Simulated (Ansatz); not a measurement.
Ansatz (an electronic-structure program) input:

Ansatz 0.2 input:
```yaml
crystal:
  periodic: [false, false, false]
  atoms:
    - {symbol: Zr, position_ang: [-0.62783677, -0.19062980, -0.02226007]}
    - {symbol: H, position_ang: [-0.92480723, -1.23706522, 1.47642882]}
    - {symbol: H, position_ang: [-1.71294062, 1.30554147, -0.02564324]}
    - {symbol: H, position_ang: [-0.91365901, -1.14553148, -1.57868506]}
    - {symbol: S, position_ang: [1.67813928, 0.55244926, -0.00823389]}
    - {symbol: H, position_ang: [1.81464895, -0.13694083, 1.15004470]}
basis:
  gaussian:
    orbitals: def2-TZVPP
magnetization: {spin_polarized: false}
correlation: {method: ccsd_t, electrons: outside_noble_gas}
```

Problem. Predict the final energy.

Solution. -446.76037 Eh (CCSD(T)/def2-TZVPP). The basis has 154 functions.
